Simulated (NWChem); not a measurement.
# Atomisation of Al2

```
Al
Al 1 2.5056
```
Charge 0, spin multiplicity 3.

Program: NWChem. All single points use one geometry, from UB3LYP/def2-SVP, a minimum by its harmonic frequencies.

Basis set: def2-TZVP. The atomisation energy is electronic alone: no zero-point, thermal, spin-orbit or counterpoise terms. No value is extrapolated to the basis-set limit. Free atoms are single determinants with multiplicities Al 2. Correlated methods freeze the same cores in atoms and molecule, 10 orbitals in all.

```csv
method,atomisation energy (kcal/mol)
CCSD(T),30.8
BLYP,30.5
PBE,38.8
B3LYP,28.6
HF,10.2
CAM-B3LYP,24.3
LDA (SVWN5),45.8
PBE0,34.6
MP2,29.5
M06-2X,33.9
```

The values span 35.5 kcal/mol, from HF (lowest) to LDA (SVWN5) (highest). 

B3LYP has NWChem's definition, with VWN1-RPA local correlation. This spin state was chosen for the runs; another may lie lower. The structure started from a generated list of species. The unpaired electrons of the parent sit in orbitals of symmetry b2u and b3u (D2h labels of the run); other states weren't searched. No SCF solution was tested for a lower state. Open-shell Hartree-Fock references start from PBE0 orbitals. No row is a measurement; the coupled-cluster row has its own basis-set and correlation limits.
